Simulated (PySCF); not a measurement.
## IO₂Cl₃, singlet: computed properties

Level of theory: PBE/[I def2-SVP with ECP28, O def2-SVP, Cl def2-SVP], scalar-relativistic core potentials, density fitting, no spin–orbit coupling, PySCF.

The structure is a minimum.

* Point group: C2v
* Bond lengths: I–Cl 2.450 Å (×3), I–O 1.821 Å (×2)
* Bond angles: Cl–I–Cl 84.8° (×2), Cl–I–Cl 169.6°, Cl–I–O 92.3° (×4), Cl–I–O 115.7° (×2), O–I–O 128.5°
* Rotational symmetry number: 2
* Highest occupied level: -7.75 eV
* Lowest empty level: -6.88 eV
* Principal quadrupole moments (Buckingham, traceless) about the centre of mass: -3.95, 0.05, 3.90 D Å
* Enthalpy at 298.15 K above 0 K: 24.85 kJ/mol
* Heat capacity Cp at 298.15 K: 114.1 J/(mol K)
* Entropy at 298.15 K and 1 bar: 392.2 J/(mol K)
* Principal polarisabilities: 55.6, 76.6, 107.3 bohr³
* Zero-point energy: 22.3 kJ/mol
* Atomisation energy without zero-point energy: 903 kJ/mol
* Dipole moment: 1.01 D
* Rotational constants: 0.05665, 0.03354, 0.02684 cm⁻¹

Harmonic modes (masses in u: I 126.904, O 15.995, Cl 34.969):
| symmetry | ω (cm⁻¹) | IR (km/mol) | μ (u) |
| --- | --- | --- | --- |
| b2 | 76 | 0.1 | 25.45 |
| a1 | 98 | 0.1 | 25.86 |
| b1 | 163 | 1.6 | 35.67 |
| b2 | 175 | 7.0 | 30.03 |
| a1 | 196 | 11.2 | 22.72 |
| a2 | 235 | 0.0 | 17.63 |
| a1 | 266 | 2.8 | 35.10 |
| b1 | 274 | 25.6 | 18.46 |
| a1 | 304 | 40.9 | 39.83 |
| b1 | 330 | 140 | 47.64 |
| a1 | 784 | 15.7 | 16.75 |
| b2 | 835 | 33.2 | 18.92 |

In C2v the vibrations span 3b2 + 5a1 + 3b1 + a2. The a2 mode carries no infrared intensity, as symmetry demands.

Charges (e):
```json
{"atom": "I1", "Mulliken": "1.32", "Löwdin": "1.29", "polar tensor": "2.18", "Mayer order to I1": "–"}
{"atom": "O2,3", "Mulliken": "-0.39", "Löwdin": "-0.44", "polar tensor": "-0.48", "Mayer order to I1": "1.42"}
{"atom": "Cl4,5", "Mulliken": "-0.19", "Löwdin": "-0.15", "polar tensor": "-0.41", "Mayer order to I1": "0.70"}
{"atom": "Cl6", "Mulliken": "-0.14", "Löwdin": "-0.11", "polar tensor": "-0.39", "Mayer order to I1": "0.67"}
```

Mulliken populations on I1 (electrons outside its core potential): s 3.72, p 9.26, d 10.71.

Counting electrons, iodine keeps none of its valence electrons outside its bonds, so the VSEPR class is AX5 and the expected shape is trigonal bipyramidal; with unlike ligands the computed point group is C2v.

This need not be the most stable arrangement of these atoms.

The final relaxation and frequency run took about 11 core-minutes on a shared host.
